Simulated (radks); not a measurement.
The numbers below are computed, except where a source is named.
The lutetium ion Lu2+, [Xe] 4f14 6s1. Code: a radial shooting solver on a logarithmic mesh with Libxc functionals. Model: non-relativistic Kohn-Sham, exchange-only B88, spin-polarised, spherical densities, point nucleus. Every spin shell is full or empty, so the densities are truly spherical. Functionals are evaluated on that one density, not self-consistently. Rank these orbital-free kinetic functionals by their error against the exact value of the orbitals, and give that value: Thomas-Fermi, von Weizsacker, TF + vW/9, LC94, revAPBEK, Thakkar, Pearson, LKT, PG1, DePristo-Kress.

Answer. Exact: 13851.9 hartree. From best to worst, with 100 (|E| - |E exact|)/|E exact| (equal figures are ties): LC94 -0.05, revAPBEK +0.13, DePristo-Kress -0.25, TF + vW/9 -0.76, Thakkar -0.80, Pearson -0.93, Thomas-Fermi -4.86, PG1 +12.95, LKT +16.61, von Weizsacker -63.10.
